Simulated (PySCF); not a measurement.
SMILES O=CC[SiH2]c1ccccc1 (GFN2-xTB optimised geometry):

```
20

O     -1.570    -4.185    -0.420
C     -1.312    -3.433     0.482
C     -0.447    -2.245     0.390
Si    -1.588    -0.754    -0.026
C     -0.552     0.824     0.000
C     -1.203     2.055    -0.002
C     -0.495     3.242    -0.001
C      0.890     3.221     0.000
C      1.556     2.008     0.000
C      0.840     0.824     0.000
H     -1.775    -3.572     1.481
H      0.275    -2.368    -0.416
H      0.067    -2.063     1.330
H     -2.188    -0.966    -1.345
H     -2.637    -0.663     0.999
H     -2.283     2.077    -0.003
H     -1.021     4.185     0.000
H      1.447     4.146     0.002
H      2.637     1.984     0.000
H      1.376    -0.115     0.001
```

Computed with PBE0/def2-SVP run with PySCF.

What are the frontier orbital energies and the dipole moment?

HOMO-2 -7.61 eV, HOMO-1 -7.57 eV, HOMO -7.19 eV, LUMO -0.72 eV, LUMO+1 -0.47 eV; dipole moment 3.52 D.

Meta-Löwdin charges at PBE0/def2-SVP: O1 -0.39, C2 0.28, C3 -0.45, Si4 0.62, C5 -0.22, C6 -0.10, C7 -0.10, C8 -0.10, C9 -0.11, C10 -0.10, H11 0.06, H12 0.13, H13 0.12, H14 -0.09, H15 -0.10, H16 0.10, H17 0.11, H18 0.11, H19 0.11, H20 0.10.
